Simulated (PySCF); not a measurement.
F2S, charge +1, multiplicity 2. Atoms are numbered in the order given.

```xyz
3

F      0.0000    -1.1796    -0.4490
S      0.0000     0.0000     0.5052
F      0.0000     1.1796    -0.4490
```
Charge +1, spin multiplicity 2.

Geometry: B3LYP-D3(BJ)/def2-TZVP. The spin state was assumed, not searched.

All values below come from PySCF with r2SCAN/def2-TZVPD.

Isolated molecule, no solvent.

Computed frontier levels, dipole moment and polarisability:
```yaml
"α spin, highest occupied and lowest empty level": -15.66 and -10.34 eV
"β spin, highest occupied and lowest empty level": -19.24 and -13.29 eV
dipole_moment_about_the_centre_of_nuclear_charge: 1.84 D
mean_static_polarisability: 17.6 bohr³ (2.61 Å³)
polarisability_principal_values: 14.2, 17.2, 21.4 bohr³
"⟨S²⟩": 0.758 (pure state 0.75)
```
